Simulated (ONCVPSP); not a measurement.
# Mn (Z = 25) ONCV: all-electron and pseudo phase curves

Mn, optimised norm-conserving Vanderbilt (ONCV), made with ONCVPSP 4.0.1 (PBE, scalar-relativistic). Core [Ne], reference 3s2 3p6 3d5 4s2. Waves: 3s+4s: rc 1.50 bohr, ncon 4, nbas 8, qcut 8 1/bohr, 2 projectors; 3p: rc 0.90 bohr, ncon 3, nbas 8, qcut 10.8 1/bohr, 2 projectors, debl 2.2 Ha; 3d: rc 1.45 bohr, ncon 3, nbas 8, qcut 10.9 1/bohr, 2 projectors, debl 1.9 Ha. Local part: polynomial inside 0.75 bohr (lpopt 5, dvloc0 -1 Ha). Core correction: Teter function, fcfact 5.75, rcfact 1.45.

The phase is arctan(r·R′/R) of the radial function R(r), unwrapped; energies in Ha, scanned from -5 to 5 Ha. A pole is an energy at which the radial function vanishes at the test radius. The pseudo phase is shifted by a multiple of π to meet the all-electron one at the reference energy, and phase errors are pseudo minus all-electron; the curves can meet again beyond the range given. Levels narrower than the energy grid can be missing from the lists of poles.

Q: For each channel, where are the poles, and over which energies does the pseudopotential scatter like the atom?

A:

| channel | radius (bohr) | reference energy (Ha) | poles, all-electron | poles, pseudo | unbroken range about the reference energy with phases within 0.05 rad | phase error 1 Ha above the reference energy (rad) |
| --- | --- | --- | --- | --- | --- | --- |
| s | 1.52 | -0.19 | -2.80 | -2.80 | the whole range | -0.001 |
| p | 0.92 | -2.01 | 3.52 | 3.52 | the whole range | +0.000 |
| d | 1.47 | -0.25 | 0.55 | 0.55 | the whole range | -0.000 |

Phases in the d channel:

| E (Ha) | all-electron | pseudo |
| --- | --- | --- |
| -4.96 | 1.292 | 1.291 |
| -4.48 | 1.272 | 1.271 |
| -4.00 | 1.247 | 1.246 |
| -3.52 | 1.215 | 1.215 |
| -3.04 | 1.172 | 1.172 |
| -2.56 | 1.111 | 1.111 |
| -2.08 | 1.015 | 1.015 |
| -1.60 | 0.838 | 0.837 |
| -1.12 | 0.424 | 0.423 |
| -0.64 | -0.500 | -0.501 |
| -0.16 | -1.196 | -1.196 |
| 0.32 | -1.486 | -1.486 |
| 0.80 | -1.648 | -1.648 |
| 1.28 | -1.776 | -1.776 |
| 1.76 | -1.914 | -1.914 |
| 2.24 | -2.107 | -2.107 |
| 2.72 | -2.450 | -2.450 |
| 3.20 | -3.079 | -3.080 |
| 3.68 | -3.751 | -3.753 |
| 4.16 | -4.126 | -4.128 |
| 4.64 | -4.319 | -4.321 |
